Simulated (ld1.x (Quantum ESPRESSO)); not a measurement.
**What the settings do to the PAW potential of W (Z = 74)**

Base potential:

ld1.x (Quantum ESPRESSO) 7.5 input, shortened:

```
&input
   title='W', zed=74., rel=2, dft='PBE', iswitch=3,
   config='[Xe] 4f14 5d3 6s0 6p0', rel_dist='average'
 /
 &inputp
   pseudotype=3, lpaw=.true., tm=.true., lloc=-1, rcloc=2.15,
   nlcc=.true., new_core_ps=.true., rcore=0.80,
   which_augfun='BESSEL', rmatch_augfun=0.55
 /
8
6S  1  0   0.00   0.00  1.80  2.10  0.0
6S  1  0   0.00  -0.85  1.80  2.10  0.0
6P  2  1   0.00   0.00  2.85  3.10  0.0
6P  2  1   0.00   3.85  2.85  3.10  0.0
5D  3  2   3.00   0.00  2.10  2.25  0.0
5D  3  2   0.00  -1.70  2.10  2.25  0.0
4F  4  3  14.00   0.00  0.75  0.95  0.0
4F  4  3   0.00  -2.35  0.75  0.95  0.0
 &test
   configts(1)='4f14 5d3 6s0 6p0'
 /
```

Open shells are filled in proportion to 2j + 1 (rel_dist='average').

All-electron outer shells of the reference configuration (PBE, scalar-relativistic, ld1.x):

```tsv
shell	level (eV)	outermost node (bohr)	outermost maximum (bohr)
5s	-107.96	0.53	0.96
5p	-71.83	0.57	1.09
4f	-62.26	–	0.43
5d	-31.11	0.63	1.43
6s	-28.33	1.26	2.36
6p	-20.82	1.48	2.88
```

Cutoffs, loose and tight: the cutoffs (Ry, on a coarse ladder) from which the occupation-weighted sum of valence levels, in a spherical-Bessel basis at the reference potential, stays within 10 and 1 mRy of its value at 400 Ry. They do not see the model core or the augmentation charge, which bear on the density cutoff. Test errors are all-electron minus pseudo excitation energies from the reference, over the configurations 4f14 5d4 6s2 6p0; 4f14 5d4 6s1 6p0; 4f14 5d4 6s0 6p0; 4f14 5d5 6s0 6p0; 4f14 5d2 6s0 6p0; 4f14 5d3 6s2 6p1; 4f13 5d4 6s2 6p0. A dash means not determined; rows that change the core or the reference have their own tests. The largest error is taken over the tests solved by every variant that gives reliable tests at all: 4f14 5d2 6s0 6p0; 4f14 5d4 6s0 6p0; 4f14 5d5 6s0 6p0.

Cutoffs are not given where the Bessel-basis levels miss the radial ones by over 6 mRy, ghosts where they miss by over 20 mRy; a channel whose overlap is not positive is not tested.

```tsv
change	outcome	bound ghosts	largest test error (meV)
base	generated	not determined	-253
wave 5d channel at -1.7 Ry: rcut 2.10, rcutus 2.25 bohr becomes 5d channel at -2.16 Ry: rcut 2.10, rcutus 2.25 bohr	generated	not determined	test run stopped at test 2 of 7 (negative rho), 1 before it not solved
wave 5d channel at -1.7 Ry: rcut 2.10, rcutus 2.25 bohr becomes 5d channel at -2.09 Ry: rcut 2.10, rcutus 2.25 bohr	generated	not determined	-256
wave 5d channel at -1.7 Ry: rcut 2.10, rcutus 2.25 bohr becomes 5d channel at -1.92 Ry: rcut 2.10, rcutus 2.25 bohr	generated	not determined	-258
wave 5d channel at -1.7 Ry: rcut 2.10, rcutus 2.25 bohr becomes 5d channel at -1.79 Ry: rcut 2.10, rcutus 2.25 bohr	generated	not determined	-256
wave 5d channel at -1.7 Ry: rcut 2.10, rcutus 2.25 bohr becomes 5d channel at -1.3 Ry: rcut 2.10, rcutus 2.25 bohr	generated	not determined	-248
wave 5d channel at -1.7 Ry: rcut 2.10, rcutus 2.25 bohr becomes 5d channel at -0.7 Ry: rcut 2.10, rcutus 2.25 bohr	generated	not determined	-247
wave 5d channel at -1.7 Ry: rcut 2.10, rcutus 2.25 bohr becomes 5d channel at 0.02 Ry: rcut 2.10, rcutus 2.25 bohr	generated	not determined	-242
wave 5d channel at -1.7 Ry: rcut 2.10, rcutus 2.25 bohr becomes 5d channel at 1.06 Ry: rcut 2.10, rcutus 2.25 bohr	generated	not determined	-234
wave 5d channel at -1.7 Ry: rcut 2.10, rcutus 2.25 bohr becomes 5d channel at 4.16 Ry: rcut 2.10, rcutus 2.25 bohr	generated	not determined	test run stopped at test 1 of 7 (negative rho)
```
